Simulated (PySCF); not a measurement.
PySCF input file for C4H6BF, SMILES CB(CF)C#C, PBE0/pcSseg-1. Coordinates come from a PBE0-D3(BJ)/def2-SVP optimisation. This is a generated structure with no PubChem entry under its InChIKey; it may be hypothetical. The values are those of a single conformer.

```python
import numpy as np
from pyscf import gto, scf, dft
from pyscf.prop.nmr import rks as nmr

mol = gto.M(
    atom='''
    C     1.13327296   -2.20491245   -0.00000000
    C     0.38807624   -1.24034687    0.00000000
    B    -0.54740367   -0.03802075   -0.00000000
    C    -2.10349945   -0.24100229   -0.00000000
    C     0.02648900    1.42479391   -0.00000000
    F     1.39251826    1.54263985    0.00000000
    H     1.79852748   -3.05006797    0.00000001
    H    -2.39854544   -0.84261526    0.87677005
    H    -2.68594510    0.69201464    0.00000000
    H    -2.39854545   -0.84261526   -0.87677005
    H    -0.38858497    1.95921756   -0.87985864
    H    -0.38858498    1.95921755    0.87985863
    ''',
    basis='pcSseg-1',
    charge=0,
    spin=0,
    max_memory=1600,
    verbose=3,
)
mf = dft.RKS(mol, xc='pbe0')
mf.grids.level = 3
mf.conv_tol = 1e-10
mf.max_cycle = 100
mf.kernel()
n = nmr.NMR(mf)
n.verbose = 2
n.max_cycle_cphf = 60
sigma = n.kernel()
print('atom   isotropic/ppm   span/ppm')
for i, s in enumerate(sigma):
    w = np.linalg.eigvalsh((s + s.T) / 2)
    print(f'{mol.atom_symbol(i):2s}{i + 1:3d} {w.mean():14.3f} {w[2] - w[0]:11.3f}')
```

It prints:

```
converged SCF energy = -280.310760983459
atom   isotropic/ppm   span/ppm
C   1         54.643     141.313
C   2         90.676     313.226
B   3         28.384     162.349
C   4        173.170      42.101
C   5         96.421      91.101
F   6        450.012      60.500
H   7         26.670       7.413
H   8         30.444       9.474
H   9         30.519       7.624
H  10         30.444       9.474
H  11         26.470       8.618
H  12         26.470       8.618
```

The run converged.
